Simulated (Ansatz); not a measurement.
`[SiH3][NH][AlH][SiH2]Cl` + `O[SiH2][SiH2]Cl` → `[SiH3][NH][AlH][Cl]` + `O[SiH2][SiH2][SiH2]Cl`  (redistribution)

Gas-phase electronic energies from Ansatz, PBE0-D4/def2-TZVP geometries. CCSD(T)/CBS is the MP2 limit (def2-TZVPP, def2-QZVPP) plus CCSD(T) − MP2 in def2-TZVPP, frozen cores. DFT in def2-TZVPP. Each species was taken in one conformer, which may not be the lowest.

`[SiH3][NH][AlH][SiH2]Cl`:

Cartesian coordinates in Å:
```
Si 1.454 -1.055 0.828
N -0.259 -1.070 1.062
Al -1.507 -0.138 0.201
Si -0.724 1.465 -1.491
Cl 0.435 2.880 -0.500
H 1.724 -0.207 -0.362
H 1.984 -2.425 0.580
H 2.187 -0.498 1.998
H -0.580 -1.684 1.800
H -3.021 -0.369 0.610
H -1.820 2.218 -2.160
H 0.127 0.883 -2.565
```

`O[SiH2][SiH2]Cl`:

Cartesian coordinates in Å:
```
O 1.140 0.416 -1.601
Si 0.845 0.722 -0.008
Si -0.806 -0.769 0.744
Cl -2.195 -0.806 -0.802
H 0.372 0.276 -2.160
H 2.132 0.545 0.707
H 0.352 2.111 0.215
H -0.327 -2.162 0.930
H -1.513 -0.333 1.975
```

`[SiH3][NH][AlH][Cl]`:

Z-matrix (Å, degrees):
```
Si
N 1 1.731
H 1 1.489 2 111.4
H 1 1.489 2 111.5 3 119.8
H 1 1.482 2 107.9 3 -120.1
Al 2 1.771 1 132.0 3 120.2
H 2 1.013 1 113.8 3 -59.8
Cl 6 2.093 2 118.8 1 -0.0
H 6 1.570 2 120.8 1 -180.0
```

`O[SiH2][SiH2][SiH2]Cl`:

Z-matrix (Å, degrees):
```
Si
Si 1 2.349
O 1 1.652 2 113.0
H 1 1.492 2 107.9 3 123.7
H 1 1.483 2 110.1 3 -117.8
Si 2 2.338 1 110.3 3 -179.1
H 2 1.492 1 109.9 3 -60.1
H 2 1.489 1 111.2 3 59.9
H 3 0.958 1 117.8 2 57.6
Cl 6 2.064 2 110.1 1 178.5
H 6 1.485 2 111.3 1 -62.2
H 6 1.485 2 111.3 1 59.3
```

Task: Is it downhill or uphill in electronic energy at CCSD(T)/CBS, and by how much? (An estimate is asked.)

Result: The calculation gave: Downhill: ΔE = -77.4 kJ/mol.

Task: What do these levels give: r2SCAN, PBE0, SCS-MP2/def2-TZVPP, CCSD(T)/def2-TZVPP, MP2/CBS(def2), CCSD/CBS(def2)? (Estimate.)

Result: The calculation gave: r2SCAN -81.8, PBE0 -77.1, SCS-MP2/def2-TZVPP -78.3, CCSD(T)/def2-TZVPP -78.9, MP2/CBS(def2) -79.1, CCSD/CBS(def2) -77.6 kJ/mol.

Largest T1 diagnostic among the species: 0.012.

The D4 term adds +3.7 kJ/mol with B3LYP and +2.1 kJ/mol with PBE0; it sums over pairs of atoms, weighted by their polarisabilities, and B3LYP, whose exchange is more repulsive, gets the larger term.

B3LYP here is the variant with VWN-RPA as its local correlation; programs differ in this.
